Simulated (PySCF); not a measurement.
Isomers of C5H8F2O2, one GFN2-xTB conformer each. Single-point energies are computed at PBE0/pcSseg-1 (PySCF, gas phase, no added dispersion term), electronic only.

Task: Rank them by PBE0/pcSseg-1 energy, lowest first (kJ/mol).
A. `[OH:1][CH2:2][C@@H:3]1[C@@H:4]([F:5])[O:6][C@@H:7]1[CH2:8][F:9]` with H–O1–C2–C3 -61°, O1–C2–C3–C4 -69°, O6–C7–C8–F9 -175°
B. `[CH3:1][CH2:2][O:3][C@@H:4]([F:5])[C@@H:6]1[O:7][C@H:8]1[F:9]` with C1–C2–O3–C4 178°, C2–O3–C4–F5 69°, O3–C4–C6–O7 74°
C. `[CH3:1][CH2:2][O:3][CH2:4][O:5]/[C:6]([F:7])=[CH:8]/[F:9]` with C1–C2–O3–C4 172°, C2–O3–C4–O5 68°, O3–C4–O5–C6 172°, C4–O5–C6–F7 10°
D. `[CH3:1][CH2:2][C@@H:3]1[O:4][C@@H:5]1[O:6][CH:7]([F:8])[F:9]` with C1–C2–C3–O4 157°, O4–C5–O6–C7 62°, C5–O6–C7–F8 -164°

Result: D (0.0), A (34.2), B (41.6), C (95.9).

As drawn, the lowest has a three-membered ring and two fluorines on one carbon, which the highest lacks; the highest has a C=C bond outside aromatic rings, which the lowest lacks. Neighbours under 10 kJ/mol apart (OC[C@@H]1[C@@H](F)O[C@@H]1CF and CCO[C@@H](F)[C@@H]1O[C@H]1F) can change places with a better method, another conformer or zero-point energy. GFN2-xTB itself gives, in the same order: 0.0, 34.3, 36.1, 72.4. Both levels put the same isomer lowest; measured from each level's own lowest isomer, the values differ by up to 23.5 kJ/mol (CCOCO/C(F)=C/F: 72.4 against 95.9).

Task: Which frontier levels, dipoles and rotational constants go with these structures?

Result: 
```csv
SMILES,"HOMO (eV, PBE0/pcSseg-1)",LUMO (eV),dipole (D),"A, B, C (MHz)"
CC[C@@H]1O[C@@H]1OC(F)F,-8.55,1.40,2.69,"3001, 911.1, 795.9"
OC[C@@H]1[C@@H](F)O[C@@H]1CF,-8.19,0.94,1.50,"1940, 1300, 848.5"
CCO[C@@H](F)[C@@H]1O[C@H]1F,-8.52,1.35,2.96,"2581, 899.8, 759.4"
CCOCO/C(F)=C/F,-6.53,1.06,2.78,"5214, 592.2, 549.8"
```
